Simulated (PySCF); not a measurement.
Planning an EPR job on `C=C[C]C(F)(F)F` [triplet].

Method: UKS BHandHLYP, IGLO-III on C F, pcH-1 on H, non-relativistic, mean-field spin-orbit, GIAO (PySCF 2.14.0). Geometry: PBE0-D3(BJ)/def2-SVP. Work: unrestricted SCF, g, hyperfine, density fitting. The input is one job of a driver script: a line of settings, then coordinates in Å.

Input:
```
{"job": {"kind": "epr", "xc": "BHandHLYP"}, "charge": 0, "multiplicity": 3}
C      2.028616    -0.425657     0.229533
C      0.778618    -0.341092    -0.353975
C     -0.312339     0.292381     0.179557
C     -1.701696     0.503603    -0.266775
F     -2.582924     0.050901     0.626912
F     -1.966853     1.797915    -0.464602
F     -1.934742    -0.137361    -1.422757
H      2.844552    -0.949917    -0.270154
H      2.226274     0.030254     1.202095
H      0.624523    -0.817121    -1.335693
```

Hardware: one thread, Arm Neoverse N1, shared host.

Problem. How large is the basis?

Solution. 275 functions.

Problem. What wall time should be expected on this hardware?

Solution. About 2.1 min. CPU seconds by part: SCF 70, spin–orbit mean field 3.6, g tensor 37, hyperfine 0.3, zero-field splitting 44.

Problem. At this speed, how long would 100 such jobs take on 8 cores, one job a core?

Solution. 100/8 gives 13 rounds of 2.1 min, about 27 min of wall time and 3.5 core-hours, if the jobs don't slow each other.

The host was shared with other jobs, so the times are rough.
